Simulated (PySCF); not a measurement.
Spectrum to structure. Theory: TDDFT CAM-B3LYP/def2-SVPD, vertical, gas phase, core orbitals frozen in the response in PySCF. Geometries: GFN2-xTB, one conformer each.

```tsv
state	λ (nm)	f
S1	231.4	0.0002
S2	203.5	0.042
S3	194.9	0.019
S4	186.0	0.0093
S5	178.1	0.018
S6	169.5	0.012
S7	167.1	0.045
S8	164.5	0.022
```

Triplets computed (Tamm–Dancoff): 4.93, 5.77, 6.04 eV.

Problem. Which candidate is it?
A. `O=C1CC(=O)[SiH2]O1`
B. `[SiH3][C@@H]1CCCSC1`
C. `C1CCSSC1`
D. `S[SiH2]N1CCCC1`

Solution. B. Its S1 lies at 5.36 eV; the nearest of the others has S1 at 6.03 eV. S1 is HOMO→LUMO+1 (35%), HOMO→LUMO (27%), HOMO→LUMO+5 (10%). Löwdin shares by element: HOMO sulfur 68%, carbon 21% or more; LUMO silicon 29%, sulfur 19%, hydrogen 12% or more (atoms not listed hold the other 40%). At the same level the other candidates give, for their lowest levels:
- `O=C1CC(=O)[SiH2]O1`: 377 nm (f 0.001); 219 nm (f 0.000); 211 nm (f 0.023); 195 nm (f 0.002); 188 nm (f 0.002); T1 2.65 eV; HOMO -8.86, LUMO -0.92 eV
- `S[SiH2]N1CCCC1`: 205 nm (f 0.009); 201 nm (f 0.028); 197 nm (f 0.008); 188 nm (f 0.021); 182 nm (f 0.034); T1 5.76 eV; HOMO -8.04, LUMO 1.01 eV
- `C1CCSSC1`: 283 nm (f 0.007); 235 nm (f 0.002); 217 nm (f 0.000); 199 nm (f 0.015); 197 nm (f 0.027); T1 3.74 eV; HOMO -7.59, LUMO 0.53 eV

Without π bonds the low states are Rydberg-like; a valence basis with one diffuse set may place them up to an eV too high.
